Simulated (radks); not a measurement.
Values are calculated unless marked as measured or tabulated.
Task: Valence configurations of Kr IV (all share [Ar]). Code: a radial shooting solver on a logarithmic mesh with Libxc functionals. Model: scalar-relativistic Kohn-Sham, LDA (Slater exchange, Perdew-Wang correlation), spin-unpolarised, spherical densities, point nucleus. Order these by energy: 3d9.5 4s1 4p4.5; 3d8.5 4s2 4p4.5; 3d9 4s2 4p4; 3d8 4s1 4p6; 3d10 4p5; 3d9 4s1 4p5; 3d10 4s1 4p4; 3d8 4s2 4p5; 3d10 4s2 4p3; 3d10 4s1.5 4p3.5.

Result: From the lowest, in eV above it: 3d10 4s2 4p3 0.000; 3d10 4s1.5 4p3.5 7.910; 3d10 4s1 4p4 15.849; 3d10 4p5 31.811; 3d9.5 4s1 4p4.5 56.918; 3d9 4s2 4p4 84.302; 3d9 4s1 4p5 100.91; 3d8.5 4s2 4p4.5 130.92; 3d8 4s2 4p5 180.61; 3d8 4s1 4p6 197.94. NIST lists [Ar] 3d10 4s2 4p3 as the ground configuration; this level of theory agrees among the configurations tried. The energies are those of spherical spin-averaged densities, not of single terms.
